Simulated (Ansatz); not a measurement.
BeAl-, multiplicity 3 (lowest of 2S+1 = 1, 3 at CCSD(T)/def2-TZVPP on PBE0 minima; our sources give no spin for the ground state, which may be another), most abundant isotopes (9.0122 and 26.9815 u). Constants from fifth-degree fits in 1/R to seven points on the lowest solution found; no spin–orbit coupling, no relativity up to Kr; ω_e x_e and α_e move by some per cent with the fit.

Cores are frozen in the correlated methods. CBS(a, b) extrapolates the correlation energy as X⁻³ and adds the Hartree–Fock energy of set b.

Run with Ansatz (Gaussian basis) for Hartree–Fock, density functionals and correlated methods. 

```json
[
 {"level": "PBE/def2-TZVPP", "r_e (Å)": "2.3009", "ω_e (cm⁻¹)": "459.1", "ω_e x_e (cm⁻¹)": "4.16", "α_e (cm⁻¹)": "0.00558"},
 {"level": "CCSD(T)/CBS(aug-cc-pV(T+d)Z, aug-cc-pV(Q+d)Z)", "r_e (Å)": "2.3035", "ω_e (cm⁻¹)": "456.2", "ω_e x_e (cm⁻¹)": "4.63", "α_e (cm⁻¹)": "0.00590"}
]
```

Problem. Derive the rotational constants, the centrifugal constant, the fundamental, the zero-point energy and the force constant.

Solution. 
μ = 6.75569 u.
- PBE/def2-TZVPP: B_e = 16.8576/(μ r_e²) = 0.47132 cm⁻¹; B₀ = B_e − α_e/2 = 0.46853 cm⁻¹; D = 4B_e³/ω_e² = 1.99e-06 cm⁻¹; fundamental ω_e − 2ω_e x_e = 451 cm⁻¹; zero-point energy ω_e/2 − ω_e x_e/4 = 229 cm⁻¹; k = μ(2πcω_e)² = 83.9 N/m
- CCSD(T)/CBS(aug-cc-pV(T+d)Z, aug-cc-pV(Q+d)Z): B_e = 16.8576/(μ r_e²) = 0.47027 cm⁻¹; B₀ = B_e − α_e/2 = 0.46732 cm⁻¹; D = 4B_e³/ω_e² = 2.00e-06 cm⁻¹; fundamental ω_e − 2ω_e x_e = 447 cm⁻¹; zero-point energy ω_e/2 − ω_e x_e/4 = 227 cm⁻¹; k = μ(2πcω_e)² = 82.8 N/m

Ansatz is a first-principles code.
